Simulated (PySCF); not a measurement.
This PySCF input asks for the NMR shieldings of `CCCO[SiH2]CCl`, C4H11ClOSi; the geometry comes from GFN2-xTB.

```python
import basis_set_exchange as bse
import numpy as np
from pyscf import gto, dft
from pyscf.prop import nmr

atoms = """
C     2.796983    1.001571   -1.223683
C     1.387637    1.106916   -0.657591
C     0.784393   -0.268042   -0.393510
O    -0.510308   -0.122429    0.124594
Si   -1.557832   -1.269186    0.564162
C    -3.038992   -0.229727    1.145735
Cl   -4.320495   -1.340738    1.678219
H     3.449547    0.479234   -0.528198
H     3.205439    1.992279   -1.402992
H     2.791940    0.455057   -2.163722
H     1.400547    1.665757    0.279473
H     0.740998    1.640386   -1.356091
H     0.741234   -0.849180   -1.321945
H     1.401639   -0.824713    0.321252
H    -1.949539   -2.129408   -0.555021
H    -1.054640   -2.096027    1.663806
H    -2.809136    0.408959    1.994543
H    -3.468173    0.385610    0.359329
"""
names = dict.fromkeys(["C", "O", "Si", "Cl", "H"], "pcSseg-1")
basis = {el: gto.basis.parse(bse.get_basis(n, elements=[el], fmt="nwchem")) for el, n in names.items()}
mol = gto.M(atom=atoms, basis=basis, charge=0, verbose=0)
mf = dft.RKS(mol, xc="PBE0")
mf.grids.level = 2
mf.grids.alignment = dft.numint.BLKSIZE   # the property module wants whole blocks of grid points
mf.conv_tol = 1e-9
mf.kernel()

calc = nmr.RKS(mf)   # GIAO
C = mf.mo_coeff
Co = C[:, mf.mo_occ > 0]
resp = mf.gen_response(singlet=True, hermi=2)
def vind(x):   # induced exchange potential for any number of trial vectors
    d = np.einsum("pi,xij,qj->xpq", C, 2 * x.reshape(-1, C.shape[1], Co.shape[1]), Co, optimize=True)
    return np.einsum("xpq,pi,qj->xij", resp(d - d.transpose(0, 2, 1)), C, Co, optimize=True).ravel()
mo1, _ = nmr.rhf.solve_mo1(calc, with_cphf=vind)
sigma = calc.kernel(mo1)
for i, s in enumerate(sigma):   # ppm
    w = np.linalg.eigvalsh((s + s.T) / 2)
    print("%2d %-2s iso %8.1f  s11 %8.1f  s22 %8.1f  s33 %8.1f" % (i, mol.atom_pure_symbol(i), w.mean(), *w))
```

Q: What are the results?

A: 
```
 0 C  iso    175.9  s11    169.1  s22    169.9  s33    188.7
 1 C  iso    156.7  s11    139.2  s22    159.3  s33    171.5
 2 C  iso    116.7  s11     83.7  s22    104.0  s33    162.5
 3 O  iso    301.4  s11    288.5  s22    292.9  s33    322.8
 4 Si iso    376.9  s11    337.8  s22    354.1  s33    438.8
 5 C  iso    158.3  s11    136.3  s22    141.3  s33    197.5
 6 Cl iso    985.9  s11    882.0  s22    956.1  s33   1119.8
 7 H  iso     31.0  s11     26.5  s22     29.2  s33     37.2
 8 H  iso     30.5  s11     25.9  s22     27.7  s33     37.8
 9 H  iso     31.0  s11     26.5  s22     29.2  s33     37.2
10 H  iso     30.0  s11     25.5  s22     30.1  s33     34.3
11 H  iso     30.0  s11     25.5  s22     30.1  s33     34.3
12 H  iso     28.0  s11     22.9  s22     28.9  s33     32.2
13 H  iso     28.0  s11     22.9  s22     28.9  s33     32.2
14 H  iso     27.0  s11     23.4  s22     26.3  s33     31.2
15 H  iso     27.0  s11     23.4  s22     26.3  s33     31.2
16 H  iso     28.6  s11     22.5  s22     28.3  s33     35.1
17 H  iso     28.6  s11     22.5  s22     28.3  s33     35.1
```

These numbers come from an equivalent density-fitted implementation of the same equations, which agrees with the script to about 0.01 ppm for H and up to a few tenths of a ppm for heavy atoms, so last digits may differ.

Q: Turn these shieldings into chemical shifts. Scale: ¹³C (σ = 186.93 ppm) and ²⁹Si (σ = 349.16 ppm) and ¹H (σ = 31.72 ppm) against TMS; ¹⁷O (σ = 336.08 ppm) vs H2O; ³⁵Cl (σ = 949.78 ppm) against HCl (reference shieldings calculated alike).

A: Averaging equivalent atoms: C 2: 70.2; C 1: 30.3; C 5: 28.6; C 0: 11.0; O 3: 34.7; Si 4: -27.8; Cl 6: -36; H 14/15: 4.75; H 12/13: 3.72; H 16/17: 3.09; H 10/11: 1.73; H 7/8/9: 0.91 ppm. Experimental scales use liquid or dissolved standards, which lie at an offset from isolated H2O (liquid H2O: subtract about 36 ppm).

Size and cost of the density-fitted run: 188 basis functions, 37 s wall time on 1 thread of an Arm Neoverse V1, shared host.
